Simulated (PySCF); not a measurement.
Cd(Br)(SMe) (CH3BrCdS), SMILES C[S][Cd][Br].

The structure is a stationary point at B3LYP-D3(BJ)/def2-SVP. The structure was generated by enumeration; whether it is a known compound was not checked. The def2 effective core potentials stand for the cores of Cd; spin–orbit coupling is left out. The values are those of a single conformer.

These are B3LYP-D3(BJ)/def2-SVP run with PySCF 2.14.0 values and carry that method's errors.

Frequencies are harmonic and unscaled.

```
mode  ν (cm⁻¹)  IR (km/mol)  Raman (Å⁴/amu)  depolarisation   moving atoms (share of kinetic energy)
----  --------  -----------  --------------  --------------  ---------------------------------------
1           56          2.9             1.0            0.65          Cd 40 %, C 23 %, Br 22 %, H 9 %
2           70          5.2             0.4            0.75          Cd 43 %, S 33 %, Br 16 %, H 9 %
3          132          1.4             0.1            0.75                                   H 90 %
4          164          2.4             8.6            0.33  C 42 %, S 20 %, H 17 %, Cd 13 %, Br 8 %
5          238          6.7            16.7            0.24                 Br 54 %, S 25 %, Cd 18 %
6          366         34.5             8.2            0.20                          S 59 %, Cd 34 %
7          690          3.2            10.6            0.43                    C 59 %, S 31 %, H 9 %
8          955          5.5             3.9            0.75                           H 85 %, C 14 %
9          967         11.3             4.7            0.32                           H 82 %, C 16 %
10        1336         25.5             4.9            0.65                           H 87 %, C 13 %
11        1454          6.4            18.5            0.75                                   H 95 %
12        1459          9.2            14.6            0.68                                   H 95 %
13        3045         24.2           178.2            0.05                                   H 98 %
14        3145          2.1           146.1            0.63                           H 90 %, C 10 %
15        3149          5.0            56.1            0.75                           H 90 %, C 10 %
```
